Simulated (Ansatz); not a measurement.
An input meant for Li8F8 (started as a model of: 1x4x4 LiF rock-salt block) (charge 0, singlet).

```yaml
crystal:
  periodic: [false, false, false]
  atoms:
    - {symbol: Li, position_ang: [0.100505, -2.566098, -2.507604]}
    - {symbol: F, position_ang: [-0.246953, -2.800961, -0.850968]}
    - {symbol: Li, position_ang: [0.190604, -2.674606, 0.889099]}
    - {symbol: F, position_ang: [-0.239686, -2.593288, 2.540494]}
    - {symbol: F, position_ang: [0.155513, -0.867976, -2.678309]}
    - {symbol: Li, position_ang: [-0.239652, -0.906860, -0.835203]}
    - {symbol: F, position_ang: [0.651996, -0.856595, 0.769389]}
    - {symbol: Li, position_ang: [0.061099, -0.912001, 2.575561]}
    - {symbol: Li, position_ang: [-0.058175, 0.912462, -2.574748]}
    - {symbol: F, position_ang: [-0.661538, 0.857963, -0.772458]}
    - {symbol: Li, position_ang: [0.228029, 0.906451, 0.833521]}
    - {symbol: F, position_ang: [-0.154253, 0.868233, 2.679196]}
    - {symbol: F, position_ang: [0.248097, 2.592513, -2.537883]}
    - {symbol: Li, position_ang: [-0.192057, 2.675307, -0.889323]}
    - {symbol: F, position_ang: [0.245691, 2.799507, 0.849946]}
    - {symbol: Li, position_ang: [-0.089221, 2.565958, 2.509309]}
basis:
  gaussian: {orbitals: STO-3G, final_grid: {core_spheres: 20, valence_spheres: 16, degree: 47}}
total_charge: -3
magnetization: {spin_polarized: true, initial_magnetization: 1}
hamiltonian: {xc: {name: rPW86-PBE}}
scf: {omitted_lower_state_checks: [starts]}
```

```sh
$ ansatz run in.yaml --threads 4 --pin off --events-out ev --progress --plain --max-ram 8704MiB
```

Shortened log:

```
Functional definition: rPW86-PBE
1074 factors; integrals over basis functions are off by at most 5.4e-4 eV
mean field evaluation 1: about -22867.8270 eV, gradient 1.9e2 eV
mean field evaluation 2: about -22966.7778 eV, gradient 8.7e1 eV
mean field evaluation 4: about -23081.3325 eV, gradient 5.4e1 eV
mean field evaluation 8: about -23095.5063 eV, gradient 7.4e0 eV
mean field evaluation 16: about -23096.5494 eV, gradient 3.2e-2 eV
a density is far from that of the atoms, so the factors are made again for it
1254 factors; integrals over basis functions are off by at most 1.1e-4 eV
mean field evaluation 32: about -23096.5486 eV, gradient 2.7e-3 eV
mean field -23096.54860806 eV, -848.7825059432 hartree, gradient 2.2e-5 eV, S^2 1.144874; 0 other end points of the search recorded, 0 dependent functions left out
reference -23096.54874122 eV, -848.7825108368 hartree; 50, 49 occupied and 30, 31 virtual orbitals, 1254 factors
Total energy: -23096.54874122 eV, -848.7825108368 hartree
Checks for a lower state left out: starts
```

In this input the charge is far from what the species holds (-3 typed, 0 meant). The run converged. The result belongs to that input, not to the species as meant.

A multiply charged anion in the gas phase is held together partly by the finite basis. The highest occupied level of an anion often lies above zero with these methods, and sets without diffuse functions describe the outer electron poorly. The charge -3 doublet is spin-contaminated (final ⟨S²⟩ up to 1.14, 0.75 for a pure state).
